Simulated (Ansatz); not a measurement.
`CC#[N+][Ga-]([F])([F])[F]`. Total charge 0; spin multiplicity 1. The structure was optimised at the PBE0-D4/def2-TZVP level.

```xyz
10

C    -0.922    1.658    1.190
C    -0.331    0.592    0.422
N     0.138   -0.252   -0.186
Ga    0.985   -1.770   -1.270
F    -0.409   -2.803   -1.507
F     2.197   -2.325   -0.136
F     1.556   -0.880   -2.665
H    -1.134    2.504    0.535
H    -1.850    1.308    1.644
H    -0.229    1.969    1.973
```

Q: What is the dipole moment at r2SCAN/def2-TZVPP? (An estimate is asked.)

A: Computed: 9.90 D, with components (-4.08, 7.33, 5.26) D in this frame, pointing from negative to positive charge.

Q: And with PBE, B3LYP, ωB97M-V? (Best estimate.)

A: The calculation gave: PBE 9.69 D, B3LYP 9.86 D, ωB97M-V 9.88 D.

Q: Give the Mulliken charges with r2SCAN, B3LYP, ωB97M-V in def2-TZVPP. (An estimate is asked.)

A: Computed: 
| atom | r2SCAN | B3LYP | ωB97M-V |
| --- | --- | --- | --- |
| C1 | 0.01 | -0.11 | -0.17 |
| C2 | 0.00 | -0.01 | 0.06 |
| N3 | 0.01 | 0.06 | 0.00 |
| Ga4 | 0.84 | 0.84 | 0.85 |
| F5 | -0.39 | -0.40 | -0.40 |
| F6 | -0.39 | -0.40 | -0.40 |
| F7 | -0.39 | -0.40 | -0.40 |
| H8 | 0.11 | 0.14 | 0.15 |
| H9 | 0.11 | 0.14 | 0.15 |
| H10 | 0.11 | 0.14 | 0.15 |

B3LYP here is the variant with VWN-RPA as its local correlation; programs differ in this.
